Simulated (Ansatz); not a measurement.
Reaction (substitution at a C–C bond): `CCC(C(C)=O)C(C)=O` + `O[SiH2][SiH2]O` → `CO[SiH2][SiH2]O` + `CC(=O)C(C)C(C)=O`

Program: Ansatz. Geometries: PBE0-D4/def2-TZVP. ΔE: electronic, gas phase. CCSD(T)/CBS is the MP2 limit (def2-TZVPP, def2-QZVPP) plus CCSD(T) − MP2 in def2-TZVPP, frozen cores. Functionals use def2-TZVPP. Each species was taken in one conformer, which may not be the lowest.

```
          level  ΔE (kJ/mol)
        PBE0-D4         54.7
CCSD/def2-TZVPP         54.1
```

Question: What does CCSD(T)/CBS give? (Estimate.)

Answer: The calculation gave: +58.0 kJ/mol. The listed levels differ from it by -3.3, -3.9 kJ/mol.

Largest T1 diagnostic among the species: 0.014.

The D4 term adds +5.2 kJ/mol with B3LYP and +3.1 kJ/mol with PBE0; it sums over pairs of atoms, weighted by their polarisabilities, and B3LYP, whose exchange is more repulsive, gets the larger term. In def2-TZVPP, CCSD(T) changes the Hartree–Fock value by +17.5 kJ/mol (the triples alone add +1.7 kJ/mol) and MP2 by +23.3 kJ/mol.

B3LYP here is the variant with VWN-RPA as its local correlation; programs differ in this.
